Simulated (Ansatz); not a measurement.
Computed with Ansatz on PBE0-D4/def2-TZVP structures; ΔE is electronic, products minus reactants. CCSD(T)/CBS is the MP2 limit (def2-TZVPP, def2-QZVPP) plus CCSD(T) − MP2 in def2-TZVPP, frozen cores. This one scheme is used for every species. Functionals use def2-TZVPP. def2 core potentials past Kr. For Te outer-core shells are correlated without core-valence functions, which leaves a few kJ/mol of doubt a bond. Each species was taken in one conformer, which may not be the lowest.

Reaction (ligand exchange at the Si–Te bond): `O[SiH2][TeH]` + `N[Si](O)(Cl)Cl` → `O[SiH2]N[Si](O)(Cl)Cl` + H₂Te

| level | ΔE (eV) |
| --- | --- |
| PBE-D4 | -0.04 |
| r2SCAN-D4 | -0.13 |
| ωB97M-V | -0.19 |
| B2PLYP | -0.15 |
| HF/def2-TZVPP | -0.19 |
| MP2/def2-TZVPP | -0.16 |
| SCS-MP2/def2-TZVPP | -0.19 |
| HF/def2-QZVPP | -0.20 |

Q: What does CCSD(T)/CBS give? (Estimate.)

A: The calculation gave: -0.14 eV. The listed levels differ from it by 0.10, 0.01, -0.05, -0.01, -0.05, -0.02, -0.05, -0.06 eV.

Largest T1 diagnostic among the species: 0.011.

The D4 term adds −0.07 eV with B3LYP and −0.05 eV with PBE0; it sums over pairs of atoms, weighted by their polarisabilities, and B3LYP, whose exchange is more repulsive, gets the larger term. From PBE to PBE0 (25 % exact exchange), in def2-TZVPP and without D4, ΔE moves by −0.04 eV.

B3LYP here is the variant with VWN-RPA as its local correlation; programs differ in this.
